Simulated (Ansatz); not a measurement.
C2H4GeN (`[C]#[C][GeH2][NH2]`) radical, relaxed with UKS PBE-D4/def2-SVP in Ansatz from a rough embedded geometry. The force threshold is 0.03 eV/Å; the program also tests the step.

The species carries charge 0 and has multiplicity 2.

Start:

```xyz
8

C     2.144   -1.540   -1.455
C     1.417   -0.848   -0.682
Ge    0.277    0.204    0.459
N    -1.421   -0.092   -0.061
H     0.633    1.705    0.245
H     0.543   -0.206    1.927
H    -1.578    0.239   -1.010
H    -2.016    0.537    0.577
```

```json
{"step": "1", "energy (eV)": "-60119.2375", "largest force (eV/Å)": "2.442", "largest move (Å)": "0.000"}
{"step": "2", "energy (eV)": "-60119.4099", "largest force (eV/Å)": "0.765", "largest move (Å)": "0.162"}
{"step": "3", "energy (eV)": "-60119.4335", "largest force (eV/Å)": "0.249", "largest move (Å)": "0.068"}
{"step": "4", "energy (eV)": "-60119.4419", "largest force (eV/Å)": "0.130", "largest move (Å)": "0.077"}
{"step": "5", "energy (eV)": "-60119.4435", "largest force (eV/Å)": "0.395", "largest move (Å)": "0.055"}
{"step": "6 (rejected)", "energy (eV)": "-60119.4397", "largest force (eV/Å)": "1.149", "largest move (Å)": "0.144"}
{"step": "7", "energy (eV)": "-60119.4529", "largest force (eV/Å)": "0.079", "largest move (Å)": "0.072"}
{"step": "8", "energy (eV)": "-60119.4593", "largest force (eV/Å)": "0.231", "largest move (Å)": "0.100"}
{"step": "9 (rejected)", "energy (eV)": "-60119.4496", "largest force (eV/Å)": "1.227", "largest move (Å)": "0.121"}
{"step": "10", "energy (eV)": "-60119.4668", "largest force (eV/Å)": "0.426", "largest move (Å)": "0.060"}
{"step": "11", "energy (eV)": "-60119.4767", "largest force (eV/Å)": "0.688", "largest move (Å)": "0.073"}
{"step": "12", "energy (eV)": "-60119.4861", "largest force (eV/Å)": "1.453", "largest move (Å)": "0.110"}
{"step": "13", "energy (eV)": "-60119.5080", "largest force (eV/Å)": "0.902", "largest move (Å)": "0.169"}
{"step": "14", "energy (eV)": "-60119.5804", "largest force (eV/Å)": "0.500", "largest move (Å)": "0.200"}
{"step": "15", "energy (eV)": "-60119.5952", "largest force (eV/Å)": "0.374", "largest move (Å)": "0.200"}
{"step": "16", "energy (eV)": "-60119.6062", "largest force (eV/Å)": "0.135", "largest move (Å)": "0.108"}
{"step": "17", "energy (eV)": "-60119.6075", "largest force (eV/Å)": "0.167", "largest move (Å)": "0.075"}
{"step": "18", "energy (eV)": "-60119.6098", "largest force (eV/Å)": "0.012", "largest move (Å)": "0.015"}
```

End:

```xyz
8

C     2.040   -1.681   -1.263
C     1.217   -0.935   -0.681
Ge    0.379    0.365    0.442
N    -1.444    0.363    0.065
H     0.897    1.783    0.117
H     0.526   -0.019    1.930
H    -1.688    0.640   -0.894
H    -1.928   -0.516    0.284
```

Hardware: 4 threads of an AMD EPYC 7B13 on a shared host. Wall time 29 s, peak host memory 0.24 GiB.
